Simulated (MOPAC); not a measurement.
Job for MOPAC: PM7 on GeO+, 2S+1 = 2, a spin state set in the input, which need not be the lowest, a point of a bond scan (R = 1.648 Å). Charge +1.

```
PM7 1SCF PRECISE CHARGE=1 UHF MS=0.5 THREADS=1
GeO

O      0.00000000 1     0.00000000 1     0.00000000 1
Ge     0.00000000 1     0.00000000 1     1.64786100 1
```

Program output:

```
*******************************************************************************
 **                                                                           **
 **                              MOPAC v23.2.5                                **
 **                                                                           **
 *******************************************************************************
 ** MOPAC's Digital Object Identifier: https://doi.org/10.5281/zenodo.6511958 **
 **                                                                           **
 ** Please cite the open-source release paper for use of this MOPAC version:  **
 ** J. E. Moussa and J. J. P. Stewart (2026)                                  **
 ** MOPAC: An open-source semiempirical molecular orbital program             **
 ** J. Open Source Softw., 11(119), 8025, https://doi.org/10.21105/joss.08025 **
 *******************************************************************************

                              PM7 CALCULATION RESULTS

 *******************************************************************************
 *  PM7        - The PM7 Hamiltonian to be used
 *  UHF        - UNRESTRICTED HARTREE-FOCK CALCULATION
 *
 *
 *
 *                 CHARGE ON SYSTEM = +1
 *
 *
 *
 *  MS=        - IN MECI, MAGNETIC COMPONENT OF SPIN =  0.5
 *  PRECISE    - TIGHTER CRITERIA TO BE USED
 *  1SCF       - DO 1 SCF AND THEN STOP
 *  THREADS=1  - MULTI-THREADING NOT USED
 *  T=         - A TIME OF 172800.0 SECONDS REQUESTED
 *  DUMP=N     - RESTART FILE WRITTEN EVERY 7200.0 SECONDS REQUESTED
 *******************************************************************************
PM7 1SCF PRECISE CHARGE=1 UHF MS=0.5 THREADS=1
 GeO

   ATOM   CHEMICAL          X               Y               Z
  NUMBER   SYMBOL      (ANGSTROMS)     (ANGSTROMS)     (ANGSTROMS)

     1       O          0.00000000  *   0.00000000  *   0.00000000  *
     2      Ge          0.00000000  *   0.00000000  *   1.64786100  *



          CARTESIAN COORDINATES

    NO.       ATOM           X           Y           Z

     1         O          0.0000      0.0000      0.0000
     2        Ge          0.0000      0.0000      1.6479

 General Reference for PM7:
 "Optimization of Parameters for Semiempirical Methods VI: More Modifications to the
 NDDO Approximations and Re-optimization of Parameters", J. J. P. Stewart, J. Mol. Mod., 1:32, 19 (2013)
 https://link.springer.com/article/10.1007/s00894-012-1667-x

           Empirical Formula: O Ge  =     2 atoms



      MOLECULAR POINT GROUP   :   C*v


          UHF CALCULATION, NO. OF ALPHA ELECTRONS =    5
                           NO. OF BETA  ELECTRONS =    4

 -------------------------------------------------------------------------------
 PM7 1SCF PRECISE CHARGE=1 UHF MS=0.5 THREADS=1
 GeO



     1SCF WAS SPECIFIED, SO BFGS WAS NOT USED
     SCF FIELD WAS ACHIEVED


                              PM7 CALCULATION
                                                       MOPAC v23.2.5 Linux




          FINAL HEAT OF FORMATION =        200.57705 KCAL/MOL =     839.21439 KJ/MOL


          COSMO AREA              =         81.86 SQUARE ANGSTROMS
          COSMO VOLUME            =         68.39 CUBIC ANGSTROMS

          IONIZATION POTENTIAL    =         16.399422 EV
          ALPHA SOMO LUMO (EV)    =        -17.299 -6.332
          BETA  SOMO LUMO (EV)    =        -16.399 -7.385
          NO. OF ALPHA ELECTRONS  =          5
          NO. OF BETA  ELECTRONS  =          4
          MOLECULAR WEIGHT        =         88.5894         POINT GROUP:  C*v

          MOLECULAR DIMENSIONS (Angstroms)

            Atom       Atom       Distance
           Ge     2    O     1     1.64786
           Ge     2    O     1     0.00000
            O     1   Ge     2     0.00000


          SCF CALCULATIONS        =          1





   ATOM   CHEMICAL          X               Y               Z
  NUMBER   SYMBOL      (ANGSTROMS)     (ANGSTROMS)     (ANGSTROMS)

     1       O          0.00000000  *   0.00000000  *   0.00000000  *
     2      Ge          0.00000000  *   0.00000000  *   1.64786100  *

                             CARTESIAN COORDINATES

   1    O        0.000000000     0.000000000     0.000000000
   2   Ge        0.000000000     0.000000000     1.647861000


           Empirical Formula: O Ge  =     2 atoms



      MOLECULAR POINT GROUP   :   C*v


          ALPHA EIGENVALUES
 -33.79505 -25.27924 -17.66112 -17.66112 -17.29925  -6.33186  -6.33186  -4.64600


           BETA EIGENVALUES
 -30.25511 -23.16155 -16.39942 -16.39942  -7.38549  -6.19755  -6.19755  -3.87587


              NET ATOMIC CHARGES AND DIPOLE CONTRIBUTIONS

  ATOM NO.   TYPE          CHARGE      No. of ELECS.   s-Pop       p-Pop
    1          O          -0.371029        6.3710     1.80942     4.56161
    2         Ge           1.371029        2.6290     1.87654     0.75243
 DIPOLE           X         Y         Z       TOTAL
 POINT-CHG.     0.000     0.000     4.366     4.366
 HYBRID         0.000     0.000    -0.782     0.782
 SUM            0.000     0.000     3.584     3.584


          ATOMIC ORBITAL ELECTRON POPULATIONS

     Atom    s        px        py        pz
    1  O   1.80942   1.78881   1.78881   0.98400
    2 Ge   1.87654   0.21119   0.21119   0.33004


                    (SZ)    =    0.500000
                    (S**2)  =    0.766440


          ATOMIC ORBITAL SPIN POPULATIONS

    Atom   Total    s     px     py     pz
         Atomic
    1  O  0.9331  0.055  0.046  0.046  0.786
    2 Ge  0.0669  0.052 -0.046 -0.046  0.107

 **********************
 *                    *
 * JOB ENDED NORMALLY *
 *                    *
 **********************




 == MOPAC DONE ==
```

The run finished.

Cost: roughly 0.020 core-seconds.
